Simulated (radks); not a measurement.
Radial electron density D(r) = 4 pi r^2 rho(r) of an atom or ion with 26 electrons. Calculated with a radial shooting solver on a logarithmic mesh with Libxc functionals: non-relativistic Kohn-Sham, TPSS, spin-polarised, spherical densities, point nucleus; meta-GGA in the generalised Kohn-Sham scheme.

```
   r/bohr * D(r) (the largest magnitude, 35.3, reaches the edge; | marks zero)
 0.004273 |   *
 0.005653 |     *
 0.007421 |         *
 0.009818 |              *
  0.01289 |                     *
  0.01705 |                             *
  0.02256 |                                       *
  0.02961 |                                              *
  0.03918 |                                                  *
  0.05184 |                                               *
  0.06805 |                                         *
  0.09004 |                                       *
   0.1191 |                                             *
   0.1564 |                                                      *
   0.2069 |                                                      *
   0.2716 |                                        *
   0.3593 |                        *
   0.4754 |                       *
   0.6241 |                            *
   0.8257 |                        *
    1.093 |              *
    1.434 |      *
    1.897 |  *
    2.511 |*
    3.295 |*
     4.36 *
    5.723 *
    7.572 *
    10.02 *
```

What is the nuclear charge?

Answer. Z = 27. The innermost maximum, from 1s, lies near 1/Z = 0.037 bohr (found: 0.0398), and its height grows with Z. The density is that of the cobalt ion Co+ in [Ar] 3d7 4s0.5 4p0.5; the configuration itself is not fixed sharply by these data, and Z only to about a unit. D(r) has 3 maxima, at r = 0.0398, 0.181, 0.660 bohr, and minima at 0.0865, 0.422 bohr, inside which lie 2.12, 10.75 electrons.
